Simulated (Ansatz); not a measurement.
PdS3⁻. Total charge -1; doublet. Geometry relaxed at PBE0-D4/def2-SVPD.

Cartesian coordinates in Å:
```
Pd 0.477 0.136 -0.183
S -1.614 1.061 0.402
S -1.389 -0.968 0.618
S 2.527 -0.229 -0.837
```

In the def2 sets Pd takes a core potential; there is no spin–orbit coupling. The relaxation made no stability test and no search for a lower SCF solution. The structure comes from a short search, and lower isomers may exist.

Task: Estimate the harmonic wavenumbers at UKS PBE0-D4/def2-SVPD (Ansatz, unscaled). Is this a minimum?

Result: 31, 90, 230, 291, 386, 559 cm⁻¹. Yes, no mode is imaginary beyond noise. Zero-point energy 9.5 kJ/mol. Run time 65 s (4 threads of Arm Neoverse V1 on a shared host).
